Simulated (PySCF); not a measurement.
# Basis-set dependence of excited states

Species: C₄H₃BCl₂.
SMILES: `C=CC#CB(Cl)Cl`

TDDFT with PBE0 (PySCF), vertical singlets, core orbitals frozen in the response, spherical d and f functions. Geometry: PBE0-D3(BJ)/def2-SVP; no solvent, vibrations or thermal averaging.

```json
{"basis": "6-31G*", "functions": "112", "diffuse": "no", "S1 (eV)": "3.96", "S2 (eV)": "4.56", "S3 (eV)": "5.29", "S4 (eV)": "5.64", "S5 (eV)": "6.09", "LUMO (eV)": "-2.42", "α (au)": "81.4"}
{"basis": "def2-SVP", "functions": "121", "diffuse": "no", "S1 (eV)": "4.02", "S2 (eV)": "4.64", "S3 (eV)": "5.23", "S4 (eV)": "5.59", "S5 (eV)": "6.04", "LUMO (eV)": "-2.45", "α (au)": "80.6"}
{"basis": "6-31+G*", "functions": "140", "diffuse": "yes", "S1 (eV)": "3.97", "S2 (eV)": "4.52", "S3 (eV)": "5.23", "S4 (eV)": "5.59", "S5 (eV)": "5.99", "LUMO (eV)": "-2.63", "α (au)": "92.9"}
{"basis": "def2-SVPD", "functions": "178", "diffuse": "yes", "S1 (eV)": "3.96", "S2 (eV)": "4.53", "S3 (eV)": "5.21", "S4 (eV)": "5.57", "S5 (eV)": "5.98", "LUMO (eV)": "-2.68", "α (au)": "100.9"}
{"basis": "aug-cc-pVDZ", "functions": "196", "diffuse": "yes", "S1 (eV)": "3.95", "S2 (eV)": "4.51", "S3 (eV)": "5.21", "S4 (eV)": "5.58", "S5 (eV)": "5.97", "LUMO (eV)": "-2.64", "α (au)": "101.7"}
{"basis": "def2-TZVP", "functions": "247", "diffuse": "no", "S1 (eV)": "3.96", "S2 (eV)": "4.53", "S3 (eV)": "5.20", "S4 (eV)": "5.57", "S5 (eV)": "5.97", "LUMO (eV)": "-2.59", "α (au)": "95.2"}
```

Problem. How much do these states and the polarisability depend on the basis?

Solution. States are compared by their number. Against the largest diffuse basis here (aug-cc-pVDZ, itself not a converged limit), sets without diffuse functions differ by up to 0.07 eV in S1 and 0.12 eV in S5; the smaller diffuse sets differ by up to 0.02 and 0.02 eV. State by state, the largest deviation of a set without diffuse functions is S1 0.07, S2 0.13, S3 0.08, S4 0.07, S5 0.12 eV. The same number needn't mean the same state in each row. Against aug-cc-pVDZ the polarisability deviates by -20% in 6-31G*, -21% in def2-SVP, -9% in 6-31+G*, -1% in def2-SVPD, -6% in def2-TZVP. A single + in a Pople set puts diffuse functions on heavy atoms only.
